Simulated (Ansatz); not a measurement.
A series at Si: from `CN(C)[Si](O)(O)O`, ligands are replaced one by one, each step taking up H₂ and setting free H₂O; n counts the steps. Ansatz, PBE0-D4/def2-TZVP geometries. Each molecule was computed in one conformer, which needn't be the lowest.

| n | molecule | HOMO energy, ωB97M-V/def2-TZVPP (eV) |
| --- | --- | --- |
| 0 | `CN(C)[Si](O)(O)O` | -8.77 |
| 1 | `CN(C)[SiH](O)O` | -8.75 |
| 2 | `CN(C)[SiH2]O` | ? |
| 3 | `CN(C)[SiH3]` | -8.69 |

Problem. By hand: fit a straight line y = ȳ + b (n − n̄) to the 3 given rows and predict n = 2.

Solution. n̄ = 1.333, ȳ = -8.737; Σ(n − n̄)(y − ȳ) = 0.127, Σ(n − n̄)² = 4.667, so b = 0.027 eV a step. Prediction: -8.737 + (0.027) × (0.667) = -8.72 eV.

Problem. By hand: compare with the computed value, -8.87 eV, and give the steps along the whole series.

Solution. The line misses by -0.15 eV (computed minus predicted). Steps: 0.02, -0.12, 0.18 eV.

The steps change sign along the series, so a line is a poor guide. The highest orbital can change its character along such a series. The miss is 83.3 % of the series' range.
